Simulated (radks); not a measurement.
Results of a calculation; reference values are marked as such.
Task: These are the eigenvalues of the occupied orbitals of an atom or ion with whole-number occupations (hartree). Code: a radial shooting solver on a logarithmic mesh with Libxc functionals. Model: Dirac Kohn-Sham, HCTH/407, spin-unpolarised, spherical densities, finite nucleus; Fermi nuclear charge, rms radius of each element as measured or else 0.836 A^(1/3) + 0.57 fm.

orbital  eigenvalue
1s1/2     -2374.145

Which element is it, and in what charge state? The configuration may be excited. Open shells, if any, are shared by 2j + 1.

Result: Z = 67, holmium, charge +66: Ho66+ in 1s1. The 1s level, -2374.1 hartree, gives Z - s = 68.9 by -(Z - s)^2/2, which with screening and relativity narrows Z to a few neighbours, and the depths must fix Z and the occupations together.
